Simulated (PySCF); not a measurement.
**C²⁺ (carbon, charge +2) across methods**

[He] 2s2, closed-shell 1S. All numbers are calculated (PySCF 2.14, scalar relativity by spin-free X2C-1e, in x2c-QZVPPall (7s4p3d2f1g, 57 functions)).

| method | E (hartree) | mean ε 1s (eV) | mean ε 2s (eV) | Σ⟨r²⟩ (bohr²) | ⟨S²⟩ |
| --- | --- | --- | --- | --- | --- |
| BHandHLYP | -36.5335 | -327.32 | -43.633 | 4.593 | 0.000 |
| LDA | -36.1450 | -305.93 | -40.174 | 4.606 | 0.000 |
| HSE06 | -36.4909 | -317.23 | -41.634 | 4.570 | 0.000 |
| PBE | -36.4768 | -308.50 | -40.378 | 4.567 | 0.000 |
| wB97X-V | -36.5417 | -318.69 | -44.732 | 4.583 | 0.000 |
| PBE0 | -36.4870 | -317.63 | -42.055 | 4.569 | 0.000 |
| r2SCAN | -36.5024 | -312.42 | -40.686 | 4.588 | 0.000 |
| UHF | -36.42367 | -344.35 | -46.117 | 4.620 | 0.000 |

(1) Estimate the same row for revPBE.

Results:

(1) E (hartree) = -36.5296; mean ε 1s (eV) = -308.70; mean ε 2s (eV) = -40.403; Σ⟨r²⟩ (bohr²) = 4.564; ⟨S²⟩ = 0.000.
